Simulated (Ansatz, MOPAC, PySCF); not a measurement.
Pair of molecules: BrH3Sn (SMILES [Br][SnH3]) (first 5 atoms) with NH3 (SMILES N); geometry from B3LYP-D3(BJ)/def2-TZVP, rigid monomers moved along the line of their centres of mass till Sn2···N6 is 2.75 Å.
(charge 0, multiplicity 1):
```xyz
9

Br     2.33329    -0.32594     0.97761
Sn     0.43826     1.06202     0.04340
H      1.13794     1.63114    -1.42276
H      0.13736     2.38632     1.06829
H     -0.88335     0.05541    -0.32376
N     -0.40721     0.00388     2.43501
H     -1.32964     0.17986     2.81734
H     -0.29517    -0.99880     2.33454
H      0.27845     0.31012     3.11617
```

```tsv
level	interaction energy (kJ/mol)	cost
PM6	-10.6	-
HF/STO-3G (no counterpoise)	-32.5	-
PBE/def2-TZVPPD	-11.8	×1
PBE-D4/def2-TZVPPD	-20.1	×1
B3LYP-D4/def2-TZVPPD	-17.3	×1
PBE0-D4/def2-TZVPPD	-21.9	×1
MP2/def2-SVPD	-14.1	-
SCS-MP2/def2-SVPD	-9.7	-
SCS-MP2/def2-TZVPPD	-13.4	-
CCSD/def2-SVPD	-9.9	-
CCSD/def2-TZVPPD	-13.8	-
CCSD(T)/def2-SVPD	-11.6	×4
CCSD(T)/def2-TZVPPD	-16.2	×100*
CCSD(T)/CBS(def2-SVPD, def2-TZVPPD)	-18.1	×100*
```

The rows run from -32.5 (HF/STO-3G (no counterpoise)) to -9.7 kJ/mol (SCS-MP2/def2-SVPD). From def2-SVPD to def2-TZVPPD CCSD(T) changes by -4.6. The dispersion term adds -8.3 in PBE-D4.

Counterpoise-corrected where a basis set is named; no monomer relaxation. Rows marked so take none.

Correlated levels freeze the cores. Filled d and f shells under p-block atoms count as core. CBS: X⁻³ extrapolation of the correlation energy, Hartree–Fock from the larger set. Rows in STO-3G carry no dispersion term and start afresh at each structure; the Pople sets are all-electron and without relativity. The state reached by PM6 isn't checked.

Run with Ansatz (a first-principles code) with Gaussian orbitals; MOPAC for PM6 (differences of heats of formation); PySCF for STO-3G rows, the dispersion terms.  In def2 rows elements past Kr take small-core potentials, without spin–orbit coupling.

Costs are rough ratios of core time to PBE/def2-TZVPPD (about 8 s over the structures, on one shared machine); a dash marks a level with no comparable run of its own. A star marks coupled-cluster runs past 200 virtual orbitals, where the program's memory plan changes under this machine's limit, so their costs aren't comparable with smaller runs.
